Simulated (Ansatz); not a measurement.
C3H7AlSi can be A, `CC1=C[SiH]1[AlH2]`, or B, `[AlH2]/[CH]=C1/C[SiH2]1`.

Calculated with Ansatz (gas phase, PBE0-D4/def2-TZVP geometries, no zero-point term in ΔE). CCSD(T)/CBS is the MP2 limit (def2-TZVPP, def2-QZVPP) plus CCSD(T) − MP2 in def2-TZVPP, frozen cores. DFT in def2-TZVPP. B3LYP here is the variant with VWN-RPA as its local correlation; programs differ in this.

(1) Which isomer does CCSD(T)/CBS put lower? Give the gap. (Estimate.)

(2) Give E(B) − E(A) in kcal/mol with MP2/def2-TZVPP, PBE-D4, HF/def2-TZVPP, CCSD/def2-TZVPP, B2PLYP, B3LYP, B3LYP-D4. (An estimate is asked.)

Largest T1 diagnostic: 0.014.

Answers

(1) The calculation gave: A, by 5.7 kcal/mol.

(2) Ansatz gave: MP2/def2-TZVPP 5.1, PBE-D4 7.4, HF/def2-TZVPP 5.7, CCSD/def2-TZVPP 5.6, B2PLYP 5.3, B3LYP 5.4, B3LYP-D4 4.7. None reverses the order clearly.

The D4 term adds −0.7 kcal/mol with B3LYP and −0.3 kcal/mol with PBE0; it sums over pairs of atoms, weighted by their polarisabilities, and B3LYP, whose exchange is more repulsive, gets the larger term.
